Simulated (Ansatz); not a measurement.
Relaxation of BCl₂FH₂O (7 atoms, charge 0, multiplicity 1), to a largest force component of 0.03 eV/Å in at most 50 steps.

Computed with Ansatz 0.2.0, RKS revPBE/def2-SVP.

```xyz
7
Properties=species:S:1:pos:R:3
B 0.005 0.320 0.039
Cl -0.097 0.603 1.846
F 1.195 0.312 -0.535
Cl -1.466 0.416 -0.938
O -0.030 -2.245 0.489
H -0.956 -2.431 0.237
H -0.123 -1.935 1.426
```

**Question.** Where does it end, and by what steps?

**Answer.** It converged. After 8 steps the energy has fallen by 0.253 eV; O5 moved furthest, 0.45 Å. Joined: B1–O5 (2.60 → 1.74 Å).

```tsv
step	energy less start (eV)	largest force component (eV/Å)	accepted
0	0.0000	0.795	yes
1	0.0543	2.516	no
2	-0.0401	0.569	yes
3	-0.0684	0.518	yes
4	-0.1205	1.094	yes
5	-0.1970	1.206	yes
6	-0.2378	0.401	yes
7	-0.2504	0.109	yes
8	-0.2530	0.022	yes
```

```xyz
7
Properties=species:S:1:pos:R:3
B 0.002 -0.080 0.150
Cl -0.086 0.581 1.868
F 1.170 0.124 -0.493
Cl -1.519 0.151 -0.865
O -0.030 -1.795 0.433
H -0.896 -2.075 0.060
H -0.113 -1.868 1.411
```

Whether the end is a true minimum wasn't checked by a vibrational analysis.

The run took 14 s on 2 threads of Arm Neoverse V1, on a shared host, peak memory 0.14 GiB.
